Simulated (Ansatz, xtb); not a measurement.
# A geometry optimisation of BrClFH2Si2+ with r2SCAN-D4/def2-SVP

The starting geometry of this gas-phase singlet has its atoms placed at random.

```xyz
7

Br    0.8392    0.0751   -0.2309
Cl   -1.6867    0.6164    0.9651
F     0.5714   -0.7774   -1.7529
Si    0.4536   -2.2365    0.1619
Si   -1.0594   -1.1110   -0.4298
H     1.2781    0.4610    1.1311
H    -0.2401    1.3904    1.0352
```

Problem. Guess where an optimisation with r2SCAN-D4/def2-SVP ends from this start.

Solution. It ends as a structure with Br1 bridging Si4 and H6, F3 bridging Si5 and Si4, given below by its coordinates. Distances that change by over a tenth: Br1–Si4 (2.38 → 2.68 Å), Cl2–Si5 (2.31 → 2.62 Å), Cl2–H7 (1.64 → 1.30 Å), Si4–Si5 (1.98 → 2.46 Å). Contacts that open: Br1–F3 (1.76 → 3.47 Å), Br1–Si5 (2.25 → 4.00 Å). Contacts that close: F3–Si4 (2.41 → 1.90 Å), F3–Si5 (2.13 → 1.86 Å).

The energy falls by 8.49 eV over 23 steps:

| step | E − E(last) (eV) |
| --- | --- |
| 1 | 8.487 |
| 3 | 2.786 |
| 6 | 0.488 |
| 8 | 0.296 |
| 11 | 0.183 |
| 13 | 0.141 |
| 16 | 0.044 |
| 18 | 0.013 |
| 21 | 0.001 |
| 23 | 0.000 |

Final geometry (Å):

```csv
atom,x (Å),y (Å),z (Å)
Br,2.3325,-0.0932,0.3632
Cl,-0.9137,1.1181,0.6579
F,-0.3353,-0.9550,-1.6732
Si,0.8488,-2.0646,-0.6826
Si,-1.4386,-1.2932,-0.2206
H,1.8075,0.1796,1.6748
H,-2.1452,1.5261,0.7602
```

From the same start GFN2-xTB ends elsewhere, in pieces: ClFHSi2 + BrH.

From so rough a start the end depends on the optimiser's path, so another program may land elsewhere. No frequencies were run, so the end isn't proven a minimum. Run with Ansatz 0.2.0, 60 s on 2 threads of Intel(R) Xeon(R) Platinum 8375C CPU @ 2.90GHz (Ice Lake), on a shared host.
